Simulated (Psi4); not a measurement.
C4H7BrSn (SMILES C=[CH][SnH]([Br])[CH]=C), singlet, at a GFN2-xTB geometry (such geometries of metal compounds can be far from the true shape) (core potentials on Sn); PBE/def2-SVP run with Psi4.

The Psi4 input:
```
memory 2 GB

molecule mol {
0 1
Sn    0.032951   -0.454731   -0.348373
Br   -0.020050    2.018378    0.001383
C    -2.019318   -1.109973   -0.049344
C    -2.387801   -1.961059    0.885122
C     1.547657   -1.232165    1.002557
C     2.651772   -1.821024    0.595349
H     0.540410   -0.591906   -1.998930
H    -2.745224   -0.664309   -0.713716
H    -1.688650   -2.420868    1.565206
H    -3.422352   -2.245421    1.012918
H     1.349653   -1.084067    2.054963
H     3.391755   -2.181210    1.295664
H     2.874759   -1.973550   -0.447969
}

set {
  basis def2-svp
  reference rks
}

energy('pbe')
print_variables()
```

What the program printed (banner, timings and long lists left out):

```
   => Loading Basis Set <=

    Name: DEF2-SVP
    Role: ORBITAL
    Keyword: BASIS

    !!!  WARNING: ECP capability is in beta. Please check occupations closely.  !!!

         ---------------------------------------------------------
                                   SCF
               by Justin Turney, Rob Parrish, Andy Simmonett
                          and Daniel G. A. Smith
                              RKS Reference
         ---------------------------------------------------------

  ==> Geometry <==

    Molecular point group: c1
    Full point group: C1

    Geometry (in Angstrom), charge = 0, multiplicity = 1:

       Center              X                  Y                   Z               Mass
    ------------   -----------------  -----------------  -----------------  -----------------
         SN           0.032245905715    -0.533606205441    -0.310293122502   119.902201630000
         BR          -0.020755094285     1.939502794559     0.039462877498    78.918337600000
         C           -2.020023094285    -1.188848205441    -0.011264122502    12.000000000000
         C           -2.388506094285    -2.039934205441     0.923201877498    12.000000000000
         C            1.546951905715    -1.311040205441     1.040636877498    12.000000000000
         C            2.651066905715    -1.899899205441     0.633428877498    12.000000000000
         H            0.539704905715    -0.670781205441    -1.960850122502     1.007825032230
         H           -2.745929094285    -0.743184205441    -0.675636122502     1.007825032230
         H           -1.689355094285    -2.499743205441     1.603285877498     1.007825032230
         H           -3.423057094285    -2.324296205441     1.050997877498     1.007825032230
         H            1.348947905715    -1.162942205441     2.093042877498     1.007825032230
         H            3.391049905715    -2.260085205441     1.333743877498     1.007825032230
         H            2.874053905715    -2.052425205441    -0.409889122502     1.007825032230

  Running in c1 symmetry.

  Rotational constants: A =      0.05173  B =      0.03128  C =      0.02206 [cm^-1]
  Rotational constants: A =   1550.85902  B =    937.76078  C =    661.41638 [MHz]
  Nuclear repulsion =  523.942600431357050

  Charge       = 0
  Multiplicity = 1
  Electrons    = 88
  Nalpha       = 44
  Nbeta        = 44

  ==> Algorithm <==

  SCF Algorithm Type is DF.
  DIIS enabled.
  MOM disabled.
  Fractional occupation disabled.
  Guess Type is SAD.
  Energy threshold   = 1.00e-06
  Density threshold  = 1.00e-06
  Integral threshold = 1.00e-12

  ==> Primary Basis <==

  Basis Set: DEF2-SVP
    Blend: DEF2-SVP
    Number of shells: 67
    Number of basis functions: 149
    Number of Cartesian functions: 158
    Spherical Harmonics?: true
    Max angular momentum: 2

  Core potential: DEF2-SVP
    Number of shells: 4
    Number of ECP primitives: 18
    Number of ECP core electrons: 28
    Max angular momentum: 3

  ==> DFT Potential <==

   => LibXC <=

    Version 7.1.2
    S. Lehtola, C. Steigemann, M. J. T. Oliveira, and M. A. L. Marques,  SoftwareX 7, 1–5 (2018) (10.1016/j.softx.2017.11.002)

   => Composite Functional: PBE <=

    PBE GGA Exchange-Correlation Functional

    J.P. Perdew et. al., Phys. Rev. Lett., 77(18), 3865-3868, 1996

    Deriv               =              1
    GGA                 =           TRUE
    Meta                =          FALSE

    Exchange Hybrid     =          FALSE
    MP2 Hybrid          =          FALSE

   => Exchange Functionals <=

    1.0000     XC_GGA_X_PBE

   => Correlation Functionals <=

    1.0000     XC_GGA_C_PBE

   => LibXC Density Thresholds  <==

    XC_GGA_C_PBE:  1.00E-12
    XC_GGA_X_PBE:  1.00E-15

   => Molecular Quadrature <=

    Radial Scheme          =       TREUTLER
    Pruning Scheme         =           NONE
    Nuclear Scheme         =       TREUTLER

    Blocking Scheme        =         OCTREE
    BS radius alpha        =              1
[...]
    K tasked:                    No
    wK tasked:                   No
    Algorithm:                 Core
    Schwarz Cutoff:           1E-12
    Mask sparsity (%):      12.1706
    Fitting Condition:        1E-10

   => Auxiliary Basis Set <=

  Basis Set: (DEF2-SVP AUX)
    Blend: DEF2-UNIVERSAL-JKFIT
    Number of shells: 248
    Number of basis functions: 910
    Number of Cartesian functions: 1176
    Spherical Harmonics?: true
    Max angular momentum: 5

  Minimum eigenvalue in the overlap matrix is 2.9904867723E-03.
  Reciprocal condition number of the overlap matrix is 5.7534478029E-04.
    Using symmetric orthogonalization.

  ==> Pre-Iterations <==

  SCF Guess: Superposition of Atomic Densities via on-the-fly atomic UHF (no occupation information).

   -------------------------
    Irrep   Nso     Nmo
   -------------------------
     A        149     149
   -------------------------
    Total     149     149
   -------------------------

  ==> Iterations <==

                           Total Energy        Delta E     RMS |[F,P]|

   @DF-RKS iter SAD: -2940.99500766063420   -2.94100e+03   0.00000e+00
   @DF-RKS iter   1: -2943.03266000206213   -2.03765e+00   1.18352e-02 DIIS/ADIIS
   @DF-RKS iter   2: -2942.00569453876551    1.02697e+00   1.44753e-02 DIIS/ADIIS
   @DF-RKS iter   3: -2943.92808455010936   -1.92239e+00   2.78685e-03 DIIS/ADIIS
   @DF-RKS iter   4: -2944.00022809502843   -7.21435e-02   1.27472e-03 DIIS/ADIIS
   @DF-RKS iter   5: -2944.00988086603047   -9.65277e-03   8.91409e-04 DIIS/ADIIS
   @DF-RKS iter   6: -2944.02020418378970   -1.03233e-02   8.32102e-05 DIIS
   @DF-RKS iter   7: -2944.02029574701010   -9.15632e-05   2.84782e-05 DIIS
   @DF-RKS iter   8: -2944.02030614572095   -1.03987e-05   1.53173e-05 DIIS
   @DF-RKS iter   9: -2944.02030888164427   -2.73592e-06   5.90955e-06 DIIS
   @DF-RKS iter  10: -2944.02030930518094   -4.23537e-07   1.48923e-06 DIIS
   @DF-RKS iter  11: -2944.02030933583046   -3.06495e-08   1.89926e-07 DIIS
  Energy and wave function converged.

  ==> Post-Iterations <==

   Electrons on quadrature grid:
      Ntotal   =   87.9999626890 ; deviation = -3.731e-05

    Orbital Energies [Eh]
    ---------------------

    Doubly Occupied:

[...]
    Virtual:

[...]
    Final Occupation by Irrep:
              A
    DOCC [    44 ]
    NA   [    44 ]
    NB   [    44 ]

  @DF-RKS Final Energy: -2944.02030933583046

   => Energetics <=

    Nuclear Repulsion Energy =            523.9426004313570502
    One-Electron Energy =               -5212.2310914679728739
    Two-Electron Energy =                1877.2778258325465686
    DFT Exchange-Correlation Energy =    -133.0096441317614904
    Empirical Dispersion Energy =           0.0000000000000000
    VV10 Nonlocal Energy =                  0.0000000000000000
    Total Energy =                      -2944.0203093358304614

Computation Completed

Properties will be evaluated at   0.000000,   0.000000,   0.000000 [a0]

Properties computed using the SCF density matrix

 Multipole Moments:

 ------------------------------------------------------------------------------------
     Multipole            Electronic (a.u.)      Nuclear  (a.u.)        Total (a.u.)
 ------------------------------------------------------------------------------------

 L = 1.  Multiply by 2.5417464519 to convert [e a0] to [Debye]
 Dipole X            :          1.8365067           -1.8607477           -0.0242410
 Dipole Y            :        -12.1287635           10.9442977           -1.1844658
 Dipole Z            :        -24.5945435           24.7657457            0.1712022
 Magnitude           :                                                    1.1970201

 ------------------------------------------------------------------------------------

  Variable Map:
  ----------------------------------------------------------------------------
[...]
  Array Variable Map:
  ----------------------------------------------------------------------------
[...]
[...]
```
